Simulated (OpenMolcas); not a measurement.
neutral aluminium: thermal populations, the spin-orbit constant, worked from levels

| Quantity | Value |
| --- | --- |
| Program | OpenMolcas |
| Basis | ANO-RCC-VTZP [5s4p2d1f] |
| Scalar Hamiltonian | DKH2, point nucleus |
| Active space | 3 electrons in 8 orbitals (3s 3p 4s 4p) |
| State averaging | 2S+1 = 4 odd, 1 root (0 in the spin-orbit step); 2S+1 = 2 odd, 3 roots; 2S+1 = 4 even, 3 roots; 2S+1 = 2 even, 5 roots |
| Spin-orbit coupling | RASSI with atomic mean-field integrals over the reference wave functions, term energies averaged over their components |

Methods: CASSCF; SS-CASPT2, IPEA 0.25 Eh, imaginary shift 0.1 Eh (closed shells correlated: 2s 2p). Measured levels: NIST Handbook of Basic Atomic Spectroscopic Data.

**Thermal populations.** Z = Σ (2J + 1) exp(-E/kT) with k = 0.695035 cm-1/K, over the levels below. No other level of either list lies under 25300 cm-1, which is above 7 kT at each temperature.

| Level | 2J + 1 | SS-CASPT2 | measured |
| --- | --- | --- | --- |
| 3s² 3p ²P°_1/2 | 2 | 0.0 | 0.0 |
| 3s² 3p ²P°_3/2 | 4 | 84.2 | 112 |

```tsv
T (K)	Z, SS-CASPT2	Z, measured levels	Ground level (%), SS-CASPT2	Ground level (%), measured levels
2000	5.765	5.690	34.7	35.1
3000	5.842	5.791	34.2	34.5
5000	5.904	5.873	33.9	34.1
```

At 5000 K, kT = 3475 cm-1, and the computed levels give Z = 2.000 + 3.904 = 5.904.

**The spin-orbit constant.** For the Hund term ²P° of p1, E(J) = (A/2) J(J+1) + constant and ζ = 2S·A = A. From J = 1/2 to J = 3/2 the energy changes by 1.5 A.

| Source | E(3/2) - E(1/2) | A | ζ |
| --- | --- | --- | --- |
| CASSCF | 84.2 | 56.1 | 56 |
| SS-CASPT2 | 84.2 | 56.1 | 56 |
| measured | 112.1 | 74.7 | 75 |

All in cm-1. SS-CASPT2 is off by -24.9 % and CASSCF by -24.9 %. Both methods take the spin-orbit matrix elements from the reference wave functions, so the second can move ζ only through the term energies and any multistate remixing.

Over all roots computed the reference weight is 0.91 to 0.98 in SS-CASPT2; the roots of lowest weight are the least certain, and an intruder state may touch them. Active for correlation alone: 4p 4s; no level in the range computed is led by a configuration that fills them, so any true level of that kind is missing. Without dynamic correlation excited terms often stand tens of per cent too high (terms of higher spin than the ground term too low), and those without a measured partner can miss by more than the paired ones (holds for CASSCF). Measured partners are found by configuration, term and J. A level has none where our copy of the source lacks it or the pairing is in doubt (some pairs that miss far off the trend of their configuration count as doubtful), and it then counts in no deviation. Levels of configurations outside the active space are missing.

° marks odd parity.
